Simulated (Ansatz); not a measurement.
Abridged output of a molecular run in Ansatz:

```
Functional definition: HF
1615 factors; integrals over basis functions are off by at most 1.2e-3 eV
mean field evaluation 1: about -8333.0849 eV, gradient 3.9e1 eV
mean field evaluation 2: about -8333.5393 eV, gradient 3.9e1 eV
mean field evaluation 4: about -8337.5224 eV, gradient 5.8e0 eV
mean field evaluation 8: about -8337.6339 eV, gradient 6.6e-1 eV
mean field evaluation 16: about -8337.6355 eV, gradient 1.5e-6 eV
mean field -8337.63548361 eV, -306.4024525705 hartree, gradient 1.5e-6 eV, S^2 0.000000; 0 other end points of the search recorded, 0 dependent functions left out
4 core orbitals not correlated: weight in the atoms' cores, before any rotation towards them, 1.000 or more for the frozen orbitals, at most 0.000 for the correlated occupied ones
reference -8337.63548361 eV, -306.4024525705 hartree; 21, 21 occupied and 239, 239 virtual orbitals, 1615 factors
second order -36.85627639 eV of doubles, -0.00000000 eV of singles
cycle   1  -34.76128052 eV  change     2.1e0 eV  update   1.6e-1
cycle   2  -35.85420494 eV  change    -1.1e0 eV  update   5.9e-2
cycle   3  -36.10771692 eV  change   -2.5e-1 eV  update   2.7e-2
cycle   4  -36.10104883 eV  change    6.7e-3 eV  update   9.7e-3
cycle   5  -36.08573555 eV  change    1.5e-2 eV  update   4.3e-3
cycle   6  -36.09000693 eV  change   -4.3e-3 eV  update   1.6e-3
cycle   7  -36.09069849 eV  change   -6.9e-4 eV  update   5.5e-4
cycle   8  -36.09025807 eV  change    4.4e-4 eV  update   2.2e-4
cycle   9  -36.09021223 eV  change    4.6e-5 eV  update   7.3e-5
cycle  10  -36.09030544 eV  change   -9.3e-5 eV  update   2.9e-5
cycle  11  -36.09023321 eV  change    7.2e-5 eV  update   1.2e-5
cycle  12  -36.09022161 eV  change    1.2e-5 eV  update   3.9e-6
perturbative correction -1.56152708 eV, -0.0573850617 hartree
Total energy: -8375.28723230 eV, -307.7861288134 hartree
```

Its atoms:

```xyz
11

C    -2.7029   -1.5384   -0.8122
C    -1.4881   -0.8474   -0.4485
N    -0.5246   -0.2993   -0.1598
Au    1.1984    0.6818    0.3593
C     2.8960    1.6487    0.8708
H    -3.2169   -0.9925   -1.6050
H    -2.4664   -2.5431   -1.1663
H    -3.3614   -1.6120    0.0549
H     2.9407    2.6324    0.3950
H     3.7754    1.0787    0.5581
H     2.9497    1.7911    1.9538
```

(1) Which basis set was used?
A. def2-SVP
B. cc-pV(D+d)Z
C. def2-QZVPP
D. def2-TZVPP

(2) Write the keys of the input that set method, charge and spin (a neutral closed shell needs none for the last two).

Answers

(1) D. It gives 264 functions.

(2) 
```yaml
correlation: {method: ccsd_t}
```
